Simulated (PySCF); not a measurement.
Vertical excitations of a molecule C3H9FSi from TDDFT-ωB97X/def2-SVPD (PySCF), as energy in eV (oscillator strength): 8.16 (0.002), 8.61 (0.025), 8.65 (0.027), 9.10 (0.014), 9.30 (0.105), 9.50 (0.077), 9.75 (0.106), 9.84 (0.014), 9.97 (0.106), 10.21 (0.052). Lowest triplet (TDA): 7.83 eV. The structure is a stationary point at PBE0-D3(BJ)/def2-SVP. The values are those of a single conformer.

**Question.** Which molecule gave these data?
A) CC(C)[SiH2]F
B) CC[C@H](F)[SiH3]
C) CC[Si@H](C)F
D) C[C@H](F)C[SiH3]

**Answer.** C, CC[Si@H](C)F
